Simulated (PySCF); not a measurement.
**Spinor energies of Rh⁴⁺ (rhodium, charge +4)**

Start: [Kr] 4d5; 4d3/2 filled at m_j = -3/2, -1/2, +1/2, +3/2; 4d5/2 filled at m_j = +5/2. Calculated with PySCF 2.14 in x2c-TZVPall-2c (8s9p7d1f, 77 functions): generalised Hartree-Fock with the X2C-1e Hamiltonian and a Gaussian nucleus; one run each with spin-orbit coupling (SO) switched off, then screened by Boettger's factors.

```csv
spinor shell,electrons,"ε, spin-free (eV)","ε, screened SO (eV)",weight of nominal j (screened SO),"rms radius, screened SO (bohr)"
1s1/2,2,-23396.8,-23395.3,1.000,0.0374
2s1/2,2,-3520.9,-3520.4,1.000,0.154
2p1/2,2,-3154.3,-3254.3,1.000,0.134
2p3/2,4,-3154.3,-3107.8,1.000,0.138
3s1/2,2,-709.13,-709.01,1.000,0.415
3p1/2,2,-585.49,-603.36,1.000,0.411
3p3/2,4,-585.49,-577.14,1.000,0.422
3d3/2,4,-388.00,-391.28,0.955,0.401
3d5/2,6,-388.00,-385.70,0.970,0.404
4s1/2,2,-153.52,-153.49,1.000,1.03
4p1/2,2,-114.93,-122.27,0.674,1.12
4d3/2,4,-64.579,-64.630,0.545,1.39
4d5/2,1,-64.579,-64.318,1.000,1.40
```

Where does 4p3/2 lie, and what is the 4p spin-orbit splitting (screened SO)?

At -111.35 eV, 10.917 eV above 4p1/2.

```json
{"quantity": "E (hartree)", "spin-free": "-4777.34738", "screened SO": "-4778.09150"}
{"quantity": "M_J", "spin-free": "5/2", "screened SO": "5/2"}
{"quantity": "⟨J²⟩", "spin-free": "8.750", "screened SO": "8.751"}
{"quantity": "⟨L²⟩", "spin-free": "0.000", "screened SO": "0.031"}
{"quantity": "⟨S²⟩", "spin-free": "8.750", "screened SO": "8.711"}
```

Each row is a mean over spinors that exchange with the open shell spreads, by up to 12.263 eV (4p3/2).

Rows whose weight is well below 1 are mixtures of j = l ± 1/2: exchange outweighs spin-orbit coupling there, and the label is only the starting occupation.

Breit and QED terms are absent; they matter most for the inner s and p1/2 levels.

Densities and radii are taken from the X2C orbitals without a picture-change correction, which distorts them close to the nucleus.

Without spin-orbit coupling the j labels of p, d and f shells carry no meaning; the spin-free column gives the mean over the occupied spinors of each nl shell.
